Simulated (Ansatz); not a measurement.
`CN(C)[Si](O)(O)O` + `O[SiH2]S` → `O[SiH2]S[Si](O)(O)O` + dimethylamine  (ligand exchange at the Si–N bond)

Gas-phase electronic energies from Ansatz, PBE0-D4/def2-TZVP geometries. CBS: MP2 limit from def2 TZ/QZ plus the TZ coupled-cluster correction, frozen cores. Functionals use def2-TZVPP. One conformer a species, not always the lowest.

| level | ΔE (eV) |
| --- | --- |
| B2PLYP | -0.06 |
| CCSD/def2-TZVPP | -0.02 |
| CCSD(T)/def2-TZVPP | -0.06 |
| HF/def2-QZVPP | 0.05 |

Task: What does CCSD(T)/CBS give? (Estimate.)

Result: Ansatz gave: -0.09 eV. The listed levels differ from it by 0.03, 0.07, 0.03, 0.14 eV.

Largest T1 diagnostic among the species: 0.012.

In def2-TZVPP, CCSD(T) changes the Hartree–Fock value by −0.09 eV (the triples alone add −0.04 eV) and MP2 by −0.13 eV. The D4 term adds −0.06 eV with B3LYP and −0.03 eV with PBE0; it sums over pairs of atoms, weighted by their polarisabilities, and B3LYP, whose exchange is more repulsive, gets the larger term.

B3LYP here is the variant with VWN-RPA as its local correlation; programs differ in this.
